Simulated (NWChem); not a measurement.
# Total energies of BrGe

```xyz
2

Ge     0.0000     0.0000     1.2298
Br     0.0000     0.0000    -1.1244
```
Charge 0, spin multiplicity 2.

All runs are NWChem calculations. All single points use one geometry, from UB3LYP/def2-SVP, a minimum by its harmonic frequencies.

Basis set: def2-QZVP (150 functions).

| method | total energy (Ha) | relative cost |
|---|---|---|
| UHF | -4647.89706 | 1 |
| UMP2 | -4648.50238 | under 3 |
| UB2PLYP | -4650.54696 | 4 |
| UPBE | -4650.56801 | under 3 |
| UB3LYP | -4651.34000 | under 3 |
| UM06-2X | -4651.31983 | under 3 |

Total energies of different functionals aren't comparable as a measure of quality: only differences taken within one method are. Costs are rough ratios of processor time within this set of runs, SCF included, with UHF as 1.

The Hamiltonian is non-relativistic. The correlated methods keep 18 core orbitals frozen. B3LYP has NWChem's definition, with VWN1-RPA local correlation. This spin state was chosen for the runs; another may lie lower. The structure started from a generated list of species. The unpaired electrons of the parent sit in orbitals of symmetry b2 (C2v labels of the run); other states weren't searched. The stability of the SCF solutions was not checked. Open-shell Hartree-Fock references start from PBE0 orbitals; any time given for them includes that run.
